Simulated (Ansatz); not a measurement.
Job for Ansatz (a first-principles code): R-CCSD(T)/aug-cc-pV(D+d)Z on BH3 (SMILES B) with ghost functions, monomers drawn apart or pushed together. Files ending in .json are basis or fitting sets from the Basis Set Exchange.

Ansatz 0.2 input:
```yaml
crystal:
  periodic: [false, false, false]
  atoms:
    - {symbol: B, position_ang: [-0.32926278, 0.60267203, 0.75954861]}
    - {symbol: H, position_ang: [0.00165623, -0.22085688, -0.05593228]}
    - {symbol: H, position_ang: [-1.49506387, 0.90385229, 0.70558004]}
    - {symbol: H, position_ang: [0.43342644, 1.52902770, 0.89040317]}
basis:
  gaussian:
    orbitals: aug-cc-pV_D+d_Z.json
    ghost_atoms:
      - {symbol: C, position_ang: [1.89953479, -1.16847566, 4.08380800]}
      - {symbol: S, position_ang: [0.12655141, -0.90274925, 3.87891484]}
      - {symbol: C, position_ang: [-0.14966124, 0.37144673, 5.12639101]}
      - {symbol: H, position_ang: [2.10277529, -1.58317275, 5.06952024]}
      - {symbol: H, position_ang: [2.20087338, -1.87698702, 3.31527170]}
      - {symbol: H, position_ang: [2.42535016, -0.22656701, 3.93654394]}
      - {symbol: H, position_ang: [0.03881128, -0.03225514, 6.11957292]}
      - {symbol: H, position_ang: [-1.19157062, 0.67246429, 5.04120862]}
      - {symbol: H, position_ang: [0.49367901, 1.22505265, 4.91943487]}
magnetization: {spin_polarized: false}
correlation: {method: ccsd_t, electrons: outside_noble_gas}
scf: {lower_state_search: off}
```

It printed:

```
WARN ansatz: RAYON_NUM_THREADS=1 ignored (pool sized by the plan → 1); use --threads N
Functional definition: HF
these checks for a lower state are left out or cut short: stability, starts, cluster_reference, orbital_swaps, neighbouring_geometries, increment
integrals: 0.62 GiB planned
1416 factors; integrals over basis functions are off by at most 1.2e-3 eV
mean field: 0.39 GiB planned
mean field evaluation 1: about -717.2284 eV, gradient 9.8e0 eV
mean field evaluation 2: about -717.2260 eV, gradient 9.8e0 eV
mean field evaluation 4: about -717.6360 eV, gradient 2.4e-1 eV
mean field evaluation 8: about -717.6363 eV, gradient 3.5e-4 eV
mean field -717.63634515 eV, -26.3726492529 hartree, gradient 1.1e-6 eV, S^2 0.000000; 0 other end points of the search recorded, 0 dependent functions left out
1 core orbitals not correlated
reference -717.63634515 eV, -26.3726492529 hartree; 3, 3 occupied and 178, 178 virtual orbitals, 1416 factors
second order -2.63831102 eV of doubles, -0.00000000 eV of singles
coupled cluster: 1.90 GiB planned
cycle   1  -3.13483852 eV  change   -5.0e-1 eV  update   4.5e-2
cycle   2  -3.30211100 eV  change   -1.7e-1 eV  update   1.5e-2
cycle   3  -3.30481149 eV  change   -2.7e-3 eV  update   2.8e-3
cycle   4  -3.30478461 eV  change    2.7e-5 eV  update   7.5e-4
cycle   5  -3.30471357 eV  change    7.1e-5 eV  update   2.7e-4
cycle   6  -3.30469169 eV  change    2.2e-5 eV  update   7.4e-5
cycle   7  -3.30470335 eV  change   -1.2e-5 eV  update   2.6e-5
cycle   8  -3.30470926 eV  change   -5.9e-6 eV  update   8.1e-6
cycle   9  -3.30470849 eV  change    7.7e-7 eV  update   2.7e-6
perturbative correction -0.05197769 eV, -0.0019101450 hartree
Total energy: -720.99303134 eV, -26.4960051950 hartree
Checks for a lower state left out: stability, starts, cluster_reference, orbital_swaps, neighbouring_geometries, increment
```

The run converged.

Cost: very roughly 25 core-seconds.
